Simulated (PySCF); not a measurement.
Computed shifts of a molecule CH7FO2Si2, PBE0/pcSseg-1 run with PySCF, GIAO, gas phase, equivalent atoms averaged, in ppm (number of nuclei): ²⁹Si: 14.1 (1), -16.6 (1). ¹³C: 52.3 (1). ¹⁹F: -236.0 (1). ¹H: 5.76 (1), 5.47 (1), 5.30 (1), 5.08 (1), 4.01 (1), 1.87 (1), -0.23 (1). References: ¹⁷O against H2O (σ = 334.2 ppm); ²⁹Si against TMS (σ = 352.7 ppm); ¹³C against TMS (σ = 186.3 ppm); ¹⁹F against CFCl3 (σ = 167.2 ppm); ¹H against TMS (σ = 31.56 ppm), references at their B3LYP-D3(BJ)/def2-TZVP geometries, non-relativistic. Geometry: PBE0-D3(BJ)/def2-SVP. The values are those of a single conformer.

### Question
Pick the molecule that these values belong to.
A) C[Si@@H](F)O[SiH2]O
B) OC[Si@@H](F)O[SiH3]
C) O[SiH2][C@@H](O)[SiH2]F
D) F[SiH2]OCO[SiH3]

### Answer
C, O[SiH2][C@@H](O)[SiH2]F
